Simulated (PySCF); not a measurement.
Structure problem from calculated spectra and properties.

Formula: C4HCl3O2.

* Polarisability: 100.9 au [PBE0/def2-SVPD]
* Dipole: 1.84 D [PBE0/def2-SVPD]
* UV, first state: lowest singlet excitation: 4.58 eV (271 nm, f = 0.001) [TDDFT PBE0/def2-SVPD]
* Rotational structure: rotational constants A, B, C: 1.497, 0.491, 0.472 GHz [GFN2-xTB]
* UV, strongest line: among the 6 lowest singlet transitions: S3 at 5.42 eV (229 nm, f = 0.059) [TDDFT PBE0/def2-SVPD]
* 13C NMR: chemical shifts (computed TMS as zero) by class: 156.6 (1 C), 102.7 (1 C), 90.6 (1 C), 85.7 (1 C) ppm [GIAO PBE0/pcSseg-1]
* NMR, other nuclei: isotropic shieldings of nuclei other than C and H, by class: -132 (1 O), 120 (1 O), 392 (3 Cl) ppm [GIAO PBE0/pcSseg-1]
* 1H NMR: chemical shifts (computed TMS as zero) by class: 6.64 (1 H) ppm [GIAO PBE0/pcSseg-1]
* Triplet: lowest triplet excitation (Tamm–Dancoff): 4.17 eV [TDA PBE0/def2-SVPD]

Gas-phase values; electronic properties from PySCF, density fitting. Levels stand in brackets. NMR shifts are as computed; neighbouring signals can stand in another order in a measured spectrum. The structure is a single GFN2-xTB conformer in the gas phase; no vibrational or solvent corrections. NMR values are class means; diastereotopic atoms form classes of their own.

**Question.** Propose a structure and show how it fits.

**Answer.** Numbering: `[O:1]=[C:2]([OH:3])[C:4]#[C:5][C:6]([Cl:7])([Cl:8])[Cl:9]`. Its formula, C4HCl3O2, gives 3 degrees of unsaturation: 0 rings and 3 π bonds in the structure found. 4 carbons fall into 4 classes; from least to most shielded: carboxylic acid carbon [C2] (156.6 ppm), CCl3 carbon [C6] (102.7 ppm), alkyne carbon [C4] (90.6 ppm), alkyne carbon [C5] (85.7 ppm). The one hydrogen (6.64 ppm): acid proton. The other shieldings belong to: -132 ppm, acid carbonyl oxygen [O1]; 120 ppm, acid hydroxyl oxygen [O3]; 392 ppm, chlorine of a CCl3 group [Cl7/Cl8/Cl9]. S1 is mainly HOMO→LUMO (weight 0.94); the largest Löwdin shares of the orbital it empties are 0.34 on the acid carbonyl oxygen, 0.20 on an alkyne carbon, 0.19 on an alkyne carbon and 0.10 on a chlorine of a CCl3 group, of the orbital it fills 0.18 on an alkyne carbon, 0.17 on the carboxylic acid carbon, 0.15 on an alkyne carbon and 0.15 on the acid carbonyl oxygen. The optimised geometry has point group C1 and is an asymmetric top. Structure: `O=C(O)C#CC(Cl)(Cl)Cl`. Computed isomers that give other values at the same levels: `O=C=C(C=O)C(Cl)(Cl)Cl` (13C chemical shifts (computed TMS as zero) by class: 192.1 (1 C), 188.7 (1 C), 116.8 (1 C), 74.1 (1 C) ppm). The assignments are read from this structure; whether some other isomer fits the data as well wasn't checked. NMR values of atoms bound to several Cl lack the spin–orbit term that these neighbours bring.

Shape of the structure used: `[O:1]=[C:2]([OH:3])[C:4]#[C:5][C:6]([Cl:7])([Cl:8])[Cl:9]`: H–O3–C2–O1 0°.
